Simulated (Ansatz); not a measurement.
Abridged output of a molecular run in Ansatz:

```
Functional definition: HF
1301 factors; integrals over basis functions are off by at most 7.4e-4 eV
mean field evaluation 1: about -35966.0178 eV, gradient 3.8e1 eV
mean field evaluation 2: about -35966.4150 eV, gradient 3.9e1 eV
mean field evaluation 4: about -35969.8534 eV, gradient 3.9e0 eV
mean field evaluation 8: about -35969.9477 eV, gradient 3.5e-1 eV
mean field evaluation 16: about -35969.9487 eV, gradient 2.8e-6 eV
mean field -35969.94865705 eV, -1321.8712318397 hartree, gradient 2.8e-6 eV, S^2 0.000000; 0 other end points of the search recorded, 0 dependent functions left out
17 core orbitals not correlated: weight in the atoms' cores, before any rotation towards them, 1.000 or more for the frozen orbitals, at most 0.000 for the correlated occupied ones
reference -35969.94865705 eV, -1321.8712318397 hartree; 15, 15 occupied and 184, 184 virtual orbitals, 1301 factors
second order -24.31029611 eV of doubles, -0.00000000 eV of singles
cycle   1  -24.59780909 eV  change   -2.9e-1 eV  update   1.2e-1
cycle   2  -25.25904055 eV  change   -6.6e-1 eV  update   3.8e-2
cycle   3  -25.42314621 eV  change   -1.6e-1 eV  update   2.0e-2
cycle   4  -25.40568083 eV  change    1.7e-2 eV  update   5.4e-3
cycle   5  -25.40380900 eV  change    1.9e-3 eV  update   3.0e-3
cycle   6  -25.40491321 eV  change   -1.1e-3 eV  update   9.6e-4
cycle   7  -25.40443585 eV  change    4.8e-4 eV  update   4.2e-4
cycle   8  -25.40444198 eV  change   -6.1e-6 eV  update   1.2e-4
cycle   9  -25.40449237 eV  change   -5.0e-5 eV  update   5.8e-5
cycle  10  -25.40447352 eV  change    1.9e-5 eV  update   2.0e-5
perturbative correction -1.18018140 eV, -0.0433708666 hartree
Total energy: -35996.53331198 eV, -1322.8481998885 hartree
```

Its atoms:

```xyz
7

Cl   -1.616    1.620   -0.346
C    -0.506    0.279   -0.584
Cl   -0.304   -0.081   -2.292
O    -0.821   -0.854    0.192
Si    0.678   -0.258    0.683
H     0.720    0.380    2.012
H     1.850   -1.084    0.336
```

(1) Which basis set was used?
A. def2-TZVPP
B. def2-TZVPPD
C. def2-SVP
D. cc-pV(D+d)Z

(2) Write the keys of the input that set method, charge and spin (a neutral closed shell needs none for the last two).

Answers

(1) A. It gives 216 functions.

(2) 
```yaml
correlation: {method: ccsd_t}
```
